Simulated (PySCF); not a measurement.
Cl5Si2, SMILES Cl[Si](Cl)[Si](Cl)(Cl)Cl, multiplicity 2.

Geometry: r2SCAN-D4/def2-SVP. The isomer is the one that the SMILES or the coordinates give; other isomers of the formula were not compared. One conformer was computed; it need not be the lowest.

Method: TDA-CAM-B3LYP/def2-SVPD in PySCF.

Vertical excitations. The molecule is in vacuum.

| state | energy (eV) | λ (nm) | f | main pairs |
|---|---|---|---|---|
| root 1 | 3.87 | 320 | 0.019 | β HOMO→LUMO 90 % |
| root 2 | 4.35 | 285 | 0.031 | α HOMO→LUMO 91 % |
| root 3 | 4.36 | 285 | 0.003 | α HOMO→LUMO+1 94 % |
| root 4 | 4.55 | 273 | 0.000 | β HOMO−2→LUMO 76 % |
| root 5 | 4.88 | 254 | 0.018 | β HOMO−3→LUMO 71 %, β HOMO−5→LUMO 20 % |
| root 6 | 5.27 | 235 | 0.113 | α HOMO→LUMO+2 81 % |
| root 7 | 5.28 | 235 | 0.000 | β HOMO−1→LUMO 85 % |
| root 8 | 5.37 | 231 | 0.019 | β HOMO−4→LUMO 58 %, β HOMO−7→LUMO 22 %, β HOMO−9→LUMO 14 % |
| root 9 | 5.54 | 224 | 0.006 | β HOMO−7→LUMO 41 %, β HOMO−6→LUMO 26 %, β HOMO−9→LUMO 19 % |
| root 10 | 5.71 | 217 | 0.002 | β HOMO−5→LUMO 70 %, β HOMO−3→LUMO 16 % |
Unrestricted roots are not spin-pure.
